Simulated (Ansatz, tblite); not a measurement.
Forces on the cluster SnSe₄ at its PBE-D4/def2-SVP geometry. The state is a singlet with charge 0.

In the def2 sets Sn takes a core potential; there is no spin–orbit coupling. The xTB rows come from tblite. The structure comes from a short search, and lower isomers may exist.

GFN1-xTB (tblite), largest force 1.60 eV/Å:

```xyz
5
positions Å, forces eV/Å
Sn    0.900   -0.580   -1.496   -0.646    0.556    1.353
Se   -1.373    0.908   -1.407    0.700   -0.531    0.342
Se    0.151   -1.041    1.240   -0.097    0.707   -0.889
Se    2.056    0.286    0.785   -0.688   -0.364   -0.540
Se   -1.735    0.427    0.878    0.731   -0.368   -0.265
```

GFN2-xTB (tblite), largest force 0.73 eV/Å:

```
Sn -0.248 0.363 0.584
Se 0.372 -0.267 0.059
Se -0.108 0.367 -0.283
Se -0.352 -0.241 -0.341
Se 0.336 -0.222 -0.019
```

PBE-D4/def2-TZVP (Ansatz), largest force 0.23 eV/Å:

```
Sn -0.061 0.076 0.210
Se 0.058 -0.075 0.092
Se 0.023 0.140 -0.141
Se -0.162 -0.095 -0.075
Se 0.142 -0.046 -0.086
```
